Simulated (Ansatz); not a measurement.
A series at Ga: from `[SH][Ga]([SH])[SH]`, ligands are replaced one by one, each step taking up H–F and setting free H₂S; n counts the steps. Ansatz, PBE0-D4/def2-TZVP geometries. Each molecule was computed in one conformer, which needn't be the lowest.

| n | molecule | HOMO energy, ωB97M-V/def2-TZVPP (eV) |
| --- | --- | --- |
| 0 | `[SH][Ga]([SH])[SH]` | -9.84 |
| 1 | `[F][Ga]([SH])[SH]` | -10.13 |
| 2 | `[F][Ga]([F])[SH]` | -10.81 |
| 3 | `[F][Ga]([F])[F]` | ? |

Q: By hand: fit a straight line y = ȳ + b (n − n̄) to the 3 given rows and predict n = 3.

A: n̄ = 1.000, ȳ = -10.260; Σ(n − n̄)(y − ȳ) = -0.970, Σ(n − n̄)² = 2.000, so b = -0.485 eV a step. Prediction: -10.260 + (-0.485) × (2.000) = -11.23 eV.

Q: By hand: compare with the computed value, -14.31 eV, and give the steps along the whole series.

A: The line misses by -3.08 eV (computed minus predicted). Steps: -0.29, -0.68, -3.50 eV.

One step carries most of the change, so a line is a poor guide. The highest orbital can change its character along such a series. The miss is 68.9 % of the series' range.
